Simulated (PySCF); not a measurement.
Computed properties of CH2O3, SMILES C(O)(O)=O

CH₂O₃, SMILES O=C(O)O. Geometry: B3LYP-D3(BJ)/def2-SVP. Other conformers were not sampled. All values are computed for the isolated molecule unless a solvent is named; none is compared with measurement here.

**Structure.** The optimised structure has C2v symmetry. All 12 harmonic modes at B3LYP-D3(BJ)/def2-SVP (PySCF) are real, so it is a minimum. With heavy atoms numbered as in [OH:1][C:2](=[O:3])[OH:4], the shortest bond between them is C2–O3 at 1.205 Å and the longest C2–O4 at 1.337 Å.

**Vibrations.** The strongest infrared lines (harmonic, unscaled, degenerate partners summed) lie at 1885 cm⁻¹ (490 km/mol, C 65 %, O 32 %), 1171 cm⁻¹ (426 km/mol, H 55 %, O 35 %, C 10 %), 604 cm⁻¹ (211 km/mol, H 94 %). The softest mode is at 533 cm⁻¹ and the zero-point energy is 25.1 kcal/mol.

**Electronic structure.** M06-2X/def2-TZVPD (PySCF) places the frontier levels at -10.61 and -0.12 eV, a gap of 10.49 eV, and gives a dipole moment of 0.27 D and a mean polarisability of 25.9 bohr³. PBE/def2-TZVPD (PySCF) at the same geometry gives -7.04 and -0.95 eV, so its gap is 4.40 eV narrower. An orbital gap is neither the optical nor the fundamental gap.

**Excitations.** TDA-ωB97X/def2-SVPD (PySCF) has S1 at 7.14 eV (174 nm, f = 0.000, dark); the most intense of the 10 singlets computed lies at 10.20 eV (f = 0.23). T1 (TDA) is at 6.73 eV, 0.41 eV under S1. TDA-PBE/def2-SVPD (PySCF) puts S1 at 6.45 eV. No vertical singlet excitation falls in the visible range (under 3.1 eV).

**NMR.** GIAO shifts at PBE0/pcSseg-2 (PySCF) (non-relativistic, atoms alike by connectivity averaged): ¹³C at 165.8 ppm against TMS; ¹H at 5.5 ppm against TMS.
